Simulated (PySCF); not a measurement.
Electric field gradients and quadrupole coupling constants

Compound: C₂H₈O₃SSi.
Cartesian coordinates in Å at the GFN2-xTB level; atoms count from 1:
```
atom  x, y, z in Å
C1     1.986    0.639   -0.634
Si2    1.210   -0.653    0.508
C3    -0.563   -1.009   -0.084
S4    -1.422    0.499    0.193
O5    -1.041    1.494   -0.763
O6    -1.390    0.874    1.574
O7    -2.942    0.022   -0.137
H8     1.277    1.444   -0.811
H9     2.250    0.211   -1.599
H10    2.891    1.066   -0.211
H11    1.886   -1.960    0.394
H12    1.169   -0.260    1.917
H13   -1.079   -1.755    0.501
H14   -0.660   -1.220   -1.139
H15   -3.575    0.616    0.268
```

Field gradients from the PBE0/pcSseg-1 density (PySCF, non-relativistic), principal values in atomic units, ordered |Vxx| ≤ |Vyy| ≤ |Vzz|:

```tsv
atom	Vxx	Vyy	Vzz
S4	-0.4972	-0.5464	1.0435
O5	-0.5295	-0.7864	1.3159
O6	-0.5218	-0.7923	1.3141
O7	-0.0254	-1.7398	1.7652
```

**Question.** Find the asymmetry η = (Vxx − Vyy)/Vzz and the couplings χ = eQV/h (234.96 MHz × Q in barn × V in au), with Q(33S) = −0.0678 b, Q(17O) = −0.0256 b.

**Answer.** 
| atom | environment | nucleus | η | χzz (MHz) | χxx (MHz) | χyy (MHz) |
| --- | --- | --- | --- | --- | --- | --- |
| S4 | sulfonyl sulfur | 33S | 0.05 | -16.62 | 7.92 | 8.70 |
| O5 | sulfonyl oxygen | 17O | 0.20 | -7.92 | 3.18 | 4.73 |
| O6 | sulfonyl oxygen | 17O | 0.21 | -7.90 | 3.14 | 4.77 |
| O7 | hydroxyl oxygen | 17O | 0.97 | -10.62 | 0.15 | 10.47 |

At O7 η is above 0.9: Vyy and Vzz are nearly equal in size and opposite in sign, so a small change could swap them and flip the sign of χzz. 

**Question.** What is Vzz at O6 in SI units (1 au = 9.71736 × 10²¹ V/m²)?

**Answer.** 1.3141 au = 12.770 × 10²¹ V/m².

**Question.** What couplings would deuterons (Q(2H) = 0.00286 b) have in place of the hydrogens, at this geometry?

**Answer.** 
```json
{"atom": "H8", "bonded to": "C1", "bond length (Å)": "1.088", "Vzz (au)": "0.3071", "η": "0.01", "χzz (kHz)": "206"}
{"atom": "H9", "bonded to": "C1", "bond length (Å)": "1.088", "Vzz (au)": "0.3212", "η": "0.01", "χzz (kHz)": "216"}
{"atom": "H10", "bonded to": "C1", "bond length (Å)": "1.086", "Vzz (au)": "0.3247", "η": "0.01", "χzz (kHz)": "218"}
{"atom": "H11", "bonded to": "Si2", "bond length (Å)": "1.476", "Vzz (au)": "0.1531", "η": "0.02", "χzz (kHz)": "103"}
{"atom": "H12", "bonded to": "Si2", "bond length (Å)": "1.463", "Vzz (au)": "0.1604", "η": "0.03", "χzz (kHz)": "108"}
{"atom": "H13", "bonded to": "C3", "bond length (Å)": "1.080", "Vzz (au)": "0.3248", "η": "0.06", "χzz (kHz)": "218"}
{"atom": "H14", "bonded to": "C3", "bond length (Å)": "1.081", "Vzz (au)": "0.3244", "η": "0.06", "χzz (kHz)": "218"}
{"atom": "H15", "bonded to": "O7", "bond length (Å)": "0.958", "Vzz (au)": "0.4837", "η": "0.13", "χzz (kHz)": "325"}
```

Isolated species at its GFN2-xTB geometry (one conformer only). GFN2-xTB frequencies show an imaginary mode (45i cm⁻¹), so this geometry is no minimum at that level. GFN2-xTB bond lengths can be off by several hundredths of an ångström, more for odd bonds, and the gradients follow them. With so small a basis the couplings can be 20 % off.
